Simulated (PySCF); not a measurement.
## Deuteron quadrupole couplings in `CC(C)N([SiH3])C(C)(C)C`

Species: C7H19NSi.
Structure used (PBE0-D3(BJ)/def2-SVP), in Å, numbered top down from 1:
```xyz
28
C7H19NSi angstrom
C      2.1920   -1.6570   -0.1811
C      1.5228   -0.2967   -0.3594
C      2.4913    0.8540   -0.0903
N      0.2724   -0.1883    0.4022
Si     0.3244   -0.0750    2.1420
C     -0.9586    0.0404   -0.3780
C     -0.8814    1.3761   -1.1311
C     -2.1652    0.0913    0.5609
C     -1.1876   -1.1106   -1.3665
H      1.4914   -2.4668   -0.4313
H      3.0780   -1.7505   -0.8288
H      2.5228   -1.8049    0.8587
H      1.2454   -0.2221   -1.4224
H      1.9977    1.8239   -0.2497
H      3.3647    0.7971   -0.7589
H      2.8676    0.8305    0.9446
H     -0.6206   -1.0128    2.8225
H      1.7055   -0.4418    2.5706
H      0.0389    1.2949    2.6890
H     -0.7469    2.2068   -0.4215
H     -1.8027    1.5580   -1.7061
H     -0.0414    1.3962   -1.8414
H     -2.0667    0.8936    1.3103
H     -3.0776    0.2990   -0.0165
H     -2.3085   -0.8642    1.0857
H     -0.3844   -1.1821   -2.1146
H     -2.1322   -0.9694   -1.9140
H     -1.2375   -2.0680   -0.8268
```

Level: PBE0/pcSseg-1 (PySCF, non-relativistic); Q(2H) = 0.00286 b; rigid geometry, the same for H and D, with no vibrational averaging.

Task: Rank these positions by the coupling χzz of a deuteron there, largest first.
A. H23 (methyl hydrogen)
B. H26 (methyl hydrogen)
C. H13 (methine hydrogen)
D. H18 (Si–H hydrogen)
E. H19 (Si–H hydrogen)

Result: B (198 kHz), A (192 kHz), C (188 kHz), D (95 kHz), E (91 kHz).

Task: What are Vzz, η and χzz (234.96 MHz × Q × Vzz) at all hydrogens?

Result: 
| atom | bonded to | bond length (Å) | Vzz (au) | η | χzz (kHz) |
| --- | --- | --- | --- | --- | --- |
| H10 | C1 | 1.100 | 0.2943 | 0.02 | 198 |
| H11 | C1 | 1.101 | 0.2916 | 0.02 | 196 |
| H12 | C1 | 1.101 | 0.2898 | 0.02 | 195 |
| H13 | C2 | 1.101 | 0.2800 | 0.06 | 188 |
| H14 | C3 | 1.100 | 0.2935 | 0.02 | 197 |
| H15 | C3 | 1.101 | 0.2919 | 0.02 | 196 |
| H16 | C3 | 1.101 | 0.2887 | 0.02 | 194 |
| H17 | Si5 | 1.495 | 0.1394 | 0.04 | 94 |
| H18 | Si5 | 1.492 | 0.1417 | 0.05 | 95 |
| H19 | Si5 | 1.502 | 0.1352 | 0.03 | 91 |
| H20 | C7 | 1.101 | 0.2920 | 0.02 | 196 |
| H21 | C7 | 1.101 | 0.2920 | 0.02 | 196 |
| H22 | C7 | 1.100 | 0.2935 | 0.02 | 197 |
| H23 | C8 | 1.102 | 0.2863 | 0.03 | 192 |
| H24 | C8 | 1.100 | 0.2941 | 0.03 | 198 |
| H25 | C8 | 1.100 | 0.2915 | 0.01 | 196 |
| H26 | C9 | 1.100 | 0.2940 | 0.03 | 198 |
| H27 | C9 | 1.101 | 0.2923 | 0.02 | 196 |
| H28 | C9 | 1.100 | 0.2929 | 0.02 | 197 |

Task: Average by the element that carries the hydrogen.

Result: on C: 196 kHz over 16 positions, mean bond length 1.101 Å; on Si: 93 kHz over 3 positions, mean bond length 1.497 Å.

Geometry: PBE0-D3(BJ)/def2-SVP, one conformer, isolated molecule. With so small a basis the couplings can be 20 % off.

The run behind these numbers computed NMR shieldings as well. Hardware: one thread, Arm Neoverse V1 (shared host). Cost: 67 s of wall time.
